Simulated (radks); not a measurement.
Numerical settings for the iodine ion I2+, [Kr] 4d10 5s2 5p3. All-electron calculation, Dirac Kohn-Sham, PBEsol, spin-unpolarised, spherical densities, point nucleus; open shells fill j = l - 1/2 first. Program: a radial shooting solver on a logarithmic mesh with Libxc functionals. The defaults (mesh step 0.008 in ln r, mesh end at 40 bohr or more with all orbitals vanishing there, Anderson mixing 0.5 over 9 steps, residual threshold near 1e-9 with the energy settled to 1e-9 hartree or 1e-11 of itself, here a cap of 79 iterations) give E = -7114.9572 hartree and 5p3/2 at -23.964 eV in 14 iterations. Run on one thread of a shared host, so times are rough (Intel(R) Xeon(R) 6975P-C): 0.12 s of CPU time, 0.12 s wall, 14 iterations on 2541 mesh points. Changes against that run (0 stands for a change within the tolerance of the run):

setting                     iterations  converged  E (mhartree)  e(5p3/2) (meV)  CPU (s)
mesh step in ln r 0.05              14        yes        +0.072         -0.0199     0.02
mesh step in ln r 0.02              14        yes     +0.000313               0     0.06
mesh step in ln r 0.12               2         no      diverged               -     0.02
mesh end (bohr) 3                   13        yes     +1.22e+03       +1.38e+04     0.11
mesh end (bohr) 400                 14        yes             0               0     0.12
residual threshold 1e-05            10        yes             0         -0.0811     0.09
residual threshold 0.001             8        yes             0         +0.0208     0.08
mixing 1.5                          14        yes             0               0     0.12
linear mixing, mixing 1             79         no        +0.205             -59     0.82
linear mixing, mixing 0.05          79         no       +0.0233            -110     0.62
mixing history 20                   19        yes             0               0     0.15
iteration cap 5                      5         no       +0.0791           +87.4     0.05

Settings that end as converged yet miss the energy by more than 1 mhartree: mesh end (bohr) 3 (+1.22 hartree). A mesh that ends early acts as a hard wall.
